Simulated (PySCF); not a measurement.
C8H9P.
Geometry (PBE0-D3(BJ)/def2-SVP, Å), atoms numbered from 1 in this order:
```xyz
18
C8H9P angstrom
C      2.6412   -2.3756    0.6025
C      2.3383   -1.2034    0.5290
C      1.9324    0.1782    0.3763
P      0.7995    0.3758   -1.1452
C     -0.5616    1.4275   -0.5131
C     -1.0107    2.8148   -0.2998
C     -0.8652    0.1508   -0.4250
C     -1.8355   -0.8414   -0.0448
C     -1.5558   -2.1521   -0.0087
H      2.9233   -3.4083    0.6823
H      2.8164    0.8217    0.2249
H      1.4019    0.5371    1.2735
H     -0.9372    3.3910   -1.2361
H     -2.0492    2.8554    0.0617
H     -0.3650    3.3220    0.4352
H     -2.8327   -0.4800    0.2339
H     -0.5573   -2.5148   -0.2716
H     -2.3066   -2.8855    0.2942
```

The closed-shell ground state was solved at several levels (PySCF, density fitting, gas phase, non-relativistic).

| level | basis functions | total energy (Eh) | HOMO (eV) | LUMO (eV) | gap (eV) | dipole (D) |
| --- | --- | --- | --- | --- | --- | --- |
| KT2/pcSseg-1 | 205 | -659.8461 | -5.27 | -2.06 | 3.21 | 2.31 |
| PBE0/def2-SVPD | 256 | -650.6484 | -6.23 | -1.20 | 5.03 | 2.34 |

Question: What might PBE0/pcSseg-1 (205 basis functions) give for the same quantities?

Answer: Total energy -650.9090 Eh, HOMO -6.24 eV, LUMO -1.17 eV, gap 5.07 eV, dipole 2.28 D.

Question: Over all these levels, which gives the widest orbital gap and which the narrowest?

Answer: PBE0/pcSseg-1 (global hybrid, 25 % exact exchange) has the widest, 5.07 eV, and KT2/pcSseg-1 (GGA) the narrowest, 3.21 eV. The two share the basis. From the narrowest to the widest the HOMO moves by -0.97 eV and the LUMO by +0.89 eV.

Question: How far do the dipole and the HOMO energy spread over the levels?

Answer: The dipole runs from 2.28 to 2.34 D (mean 2.31 D) and the HOMO from -6.24 to -5.27 eV.

One conformer stands for the species.
